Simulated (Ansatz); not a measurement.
Two members of one family (Si10H18 nanocrystal and its variants), computed with Ansatz in the gas phase; def2 core potentials for Sn, no spin–orbit coupling. The two geometries come from different levels. Binding counts from free atoms in the multiplicity of their measured ground term, without zero-point energy. Sets without diffuse functions give affinities that are too small. A dash marks a value that wasn't run or was left out as unsound. The structures are stationary points that may keep the symmetry of their start. Remarks come from the PBE and PBE0 runs and from stability tests at other levels; not every state was tested. A HOMO above zero means that the electron is unbound at that level and held by the basis, or that self-interaction error raises the level; the energy of removing that electron tells which.

First: Si10H18S, disc, 1 of the caps SH (singlet, charge 0, PBE-D4/def2-SVP geometry).

| atom | x (Å) | y (Å) | z (Å) |
| --- | --- | --- | --- |
| Si1 | -2.182 | -1.609 | -0.796 |
| Si2 | -1.469 | 0.684 | -3.761 |
| Si3 | -0.421 | -1.037 | 2.560 |
| Si4 | 2.059 | 1.798 | 2.973 |
| Si5 | 0.354 | 1.265 | -0.434 |
| Si6 | -0.174 | -0.933 | 0.225 |
| Si7 | 0.572 | 1.325 | -2.776 |
| Si8 | -1.952 | -1.535 | -3.137 |
| Si9 | 2.353 | 1.891 | 0.638 |
| Si10 | 1.598 | -0.428 | 3.596 |
| S11 | -0.898 | -3.068 | 3.174 |
| H12 | -2.568 | -2.991 | -0.325 |
| H13 | -3.267 | -0.652 | -0.368 |
| H14 | -1.414 | 0.818 | -5.263 |
| H15 | -2.564 | 1.585 | -3.246 |
| H16 | -1.925 | -3.218 | 2.286 |
| H17 | -1.495 | -0.051 | 2.958 |
| H18 | 3.279 | 2.312 | 3.695 |
| H19 | 0.885 | 2.664 | 3.353 |
| H20 | -0.768 | 2.176 | 0.000 |
| H21 | 0.947 | -1.849 | -0.199 |
| H22 | 1.643 | 0.338 | -3.169 |
| H23 | 0.997 | 2.696 | -3.243 |
| H24 | -0.802 | -2.423 | -3.539 |
| H25 | -3.200 | -2.032 | -3.823 |
| H26 | 3.424 | 0.908 | 0.236 |
| H27 | 2.786 | 3.268 | 0.199 |
| H28 | 2.696 | -1.328 | 3.091 |
| H29 | 1.505 | -0.571 | 5.094 |

| level | HOMO (eV) | LUMO (eV) | gap (eV) | vertical IE (eV) | vertical EA (eV) | vertical triplet (eV) | binding per atom (eV) |
| --- | --- | --- | --- | --- | --- | --- | --- |
| PBE-D4/def2-SVP | -5.93 | -1.89 | 4.04 | 7.96 | 0.29 | 4.09 | 3.12 |
| PBE-D4/def2-TZVP | -6.04 | -2.06 | 3.98 | – | – | – | 3.13 |
| r2SCAN-D4/def2-TZVP | -6.29 | -1.90 | 4.39 | – | – | – | 3.15 |
| PBE0-D4/def2-SVP | -7.07 | -1.21 | 5.87 | 8.44 | 0.13 | 4.59 | 3.12 |
| PBE0-D4/def2-TZVP | -7.09 | -1.33 | 5.76 | – | – | – | 3.13 |

Remarks: HOMO above zero (-1 doublet).

Second: Si8Sn2H18, disc, 2 Sn, side (singlet, charge 0, PBE0-D4/def2-SVP geometry).

```xyz
28

Sn    2.481    1.337   -1.460
Si   -0.958    3.890   -0.904
Si    1.694   -2.487   -0.444
Si   -1.738   -3.598    0.717
Si   -1.093    0.125   -0.017
Si    1.218   -0.260    0.116
Si   -1.609    2.303    0.694
Sn    1.611    3.942   -1.020
Si   -2.220   -1.397    1.369
Si    0.565   -3.944    1.007
H     4.176    1.180   -1.236
H     2.120    0.880   -3.076
H    -1.509    5.242   -0.574
H    -1.497    3.476   -2.239
H     3.173   -2.721   -0.411
H     1.212   -2.721   -1.843
H    -2.539   -4.585    1.511
H    -2.077   -3.765   -0.732
H    -1.534   -0.067   -1.437
H     1.641    0.001    1.532
H    -0.877    2.554    1.977
H    -3.079    2.401    0.971
H     2.232    4.501    0.481
H     2.161    5.007   -2.252
H    -1.733   -1.187    2.770
H    -3.693   -1.128    1.338
H     0.935   -3.610    2.420
H     0.938   -5.370    0.741
```

**Question.** Estimate how these quantities change from the first to the second (second minus first).

**Answer.** 
```json
{"level": "PBE-D4/def2-SVP", "Δ HOMO (eV)": "-0.17", "Δ LUMO (eV)": "0.03", "Δ gap (eV)": "0.20", "Δ vertical IE (eV)": "-0.04", "Δ vertical EA (eV)": "-0.01", "Δ vertical triplet (eV)": "-0.02", "Δ binding per atom (eV)": "-0.18"}
{"level": "PBE-D4/def2-TZVP", "Δ HOMO (eV)": "-0.06", "Δ LUMO (eV)": "0.05", "Δ gap (eV)": "0.12", "Δ vertical IE (eV)": "–", "Δ vertical EA (eV)": "–", "Δ vertical triplet (eV)": "–", "Δ binding per atom (eV)": "-0.18"}
{"level": "r2SCAN-D4/def2-TZVP", "Δ HOMO (eV)": "-0.02", "Δ LUMO (eV)": "0.07", "Δ gap (eV)": "0.09", "Δ vertical IE (eV)": "–", "Δ vertical EA (eV)": "–", "Δ vertical triplet (eV)": "–", "Δ binding per atom (eV)": "-0.17"}
{"level": "PBE0-D4/def2-SVP", "Δ HOMO (eV)": "0.05", "Δ LUMO (eV)": "0.04", "Δ gap (eV)": "-0.01", "Δ vertical IE (eV)": "-0.14", "Δ vertical EA (eV)": "-0.03", "Δ vertical triplet (eV)": "-0.09", "Δ binding per atom (eV)": "-0.17"}
{"level": "PBE0-D4/def2-TZVP", "Δ HOMO (eV)": "0.11", "Δ LUMO (eV)": "0.05", "Δ gap (eV)": "-0.05", "Δ vertical IE (eV)": "–", "Δ vertical EA (eV)": "–", "Δ vertical triplet (eV)": "–", "Δ binding per atom (eV)": "-0.17"}
```

Remarks: HOMO above zero (-1 doublet).
